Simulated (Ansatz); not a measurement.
CH8O2Si2 (`C[Si](O)(O)[SiH3]`) at its PBE0-D4/def2-TZVP geometry, where that method's forces vanish. Total charge 0; spin multiplicity 1.

```xyz
13

C    -0.5904   -1.5411    0.7395
Si   -0.2652    0.2360    0.3082
O     0.3315    0.8947    1.7011
O    -1.6322    1.0127   -0.1955
Si    1.2279    0.5347   -1.4782
H    -1.2917   -1.6099    1.5766
H     0.3337   -2.0417    1.0378
H    -1.0155   -2.0792   -0.1107
H     0.5899    1.8173    1.6710
H    -2.4060    0.9628    0.3696
H     0.6620    0.0273   -2.7579
H     2.5013   -0.1923   -1.2133
H     1.5548    1.9789   -1.6483
```

(1) What forces (eV/Å) does B3LYP-D4/def2-TZVPP give on these atoms in Ansatz 0.2.0? (Estimate.)

Answers

(1) Computed: 
```
C1  -0.020 -0.112  0.025
Si2  0.095 -0.087 -0.109
O3   0.056  0.085  0.096
O4  -0.124  0.045 -0.012
Si5  0.092  0.016 -0.103
H6   0.031 -0.016 -0.039
H7  -0.054  0.009 -0.013
H8   0.020  0.011  0.052
H9   0.022  0.028  0.059
H10 -0.061  0.034 -0.018
H11  0.038  0.031  0.075
H12 -0.076  0.044 -0.020
H13 -0.019 -0.087  0.009
```

B3LYP here is the variant with VWN-RPA as its local correlation; programs differ in this.
